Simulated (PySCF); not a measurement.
# One molecule, several mistakes: AlC2H5Si

All numbers below are calculated, not measured. The program is PySCF 2.14.0, an open-source quantum chemistry code, run on an isolated molecule that a program drew, which may never have been made. The molecule is AlC2H5Si (charge 0, singlet), drawn as the SMILES string `C[SiH]=[CH][Al]`.

Each row is a Hartree-Fock (HF) and frozen-core CCSD(T) single point in the cc-pV(D+d)Z basis, meant for a local HF minimum. Run 1 is clean. Each other run has one planted mistake out of seven kinds, and not every kind appears here: one electron removed, one electron added, multiplicity raised by two, geometry at a saddle point, minimal basis STO-3G, one bond length entered in bohr, all coordinates scaled. The reference is restricted for singlets and unrestricted otherwise, and also for a bond in bohr. Adding or removing an electron swaps singlet and doublet. Electrons count all cores. HOMO and LUMO are orbital energies over both spins, the gradient is its largest component, and the lowest frequency (negative if imaginary) is given only where the gradient is small. Bond lengths are over the 8 bonds as drawn. T1 is the CCSD diagnostic: over 0.02 (restricted) or 0.045 (unrestricted) a single reference is doubtful.

Geometry of the clean run:
```xyz
9
AlC2H5Si, angstrom
C    -0.5722    0.0548    1.0448
Si    0.1427    0.7144   -0.5529
C     1.6958    1.3413   -0.8609
Al    2.2329    1.9809   -2.6300
H    -1.4616    0.6253    1.3272
H     0.1556    0.1152    1.8554
H    -0.8765   -0.9886    0.9224
H    -0.8467    0.6437   -1.6495
H     2.3908    1.3725   -0.0178
```

| run | electrons | basis functions | <S^2> | HOMO (eV) | LUMO (eV) | gradient (hartree/bohr) | lowest frequency (cm^-1) | mean bond (Å) | longest bond (Å) | T1 | HF (hartree) | CCSD(T) (hartree) | mistake |
|---|---|---|---|---|---|---|---|---|---|---|---|---|---|
| 1 | 44 | 99 | 0.000 | -7.30 | 1.53 | 3.0e-05 | 102 | 1.4225 | 1.956 | 0.0142 | -609.44846 | -609.94134 | no fault |
| 2 | 44 | 33 | 0.000 | -3.61 | 8.00 | 3.8e-02 | - | 1.4225 | 1.956 | 0.0102 | -602.20767 | -602.46179 | minimal basis STO-3G |
| 3 | 45 | 99 | 1.138 | 0.27 | 6.28 | 2.2e-02 | - | 1.4225 | 1.956 | 0.0498 | -609.41679 | -609.92057 | one electron added |
| 4 | 44 | 99 | 2.021 | -5.66 | 0.69 | 9.1e-03 | - | 1.4225 | 1.956 | 0.0192 | -609.39698 | -609.86394 | multiplicity raised by two |
| 5 | 44 | 99 | 1.280 | -5.76 | 0.80 | 2.7e-02 | - | 1.6401 | 3.697 | 0.0643 | -609.34676 | -609.81426 | ? |
| 6 | 44 | 99 | 0.000 | -7.10 | 1.73 | 3.9e-02 | - | 1.3571 | 1.866 | 0.0133 | -609.42876 | -609.91395 | ? |

**Which mistake was planted in run 5, and what did it cost?**

The mean bond changes by a factor of 1.153 and the longest by 1.890, so the molecule wasn't scaled as a whole. A length L in bohr read as angstrom grows by (1/0.5292 - 1) L = 0.890 L. The 8 bonds together grew by 8 x 0.2176 = 1.741 Å, which gives L = 1.957 Å. That is bond C3-Al4, 1.956 Å in the clean geometry. So the mistake is: one bond length entered in bohr. Subtracting run 1 and multiplying by 627.51 kcal/mol a hartree, the energy moved by 63.8 kcal/mol in HF and 79.7 kcal/mol in CCSD(T).

**Which mistake was planted in run 6, and what did it cost?**

The mean and the longest bond both change by the same factor, 0.954, and the gradient is no longer small. So the mistake is: all coordinates scaled. Subtracting run 1 and multiplying by 627.51 kcal/mol a hartree, the energy moved by 12.4 kcal/mol in HF and 17.2 kcal/mol in CCSD(T).

Cautions from the logs. Run 3: T1 is over the limit, so its CCSD(T) energy is less reliable and the HOMO is above zero, so the electron isn't bound and the energy depends on the basis; run 5: T1 is over the limit, so its CCSD(T) energy is less reliable.
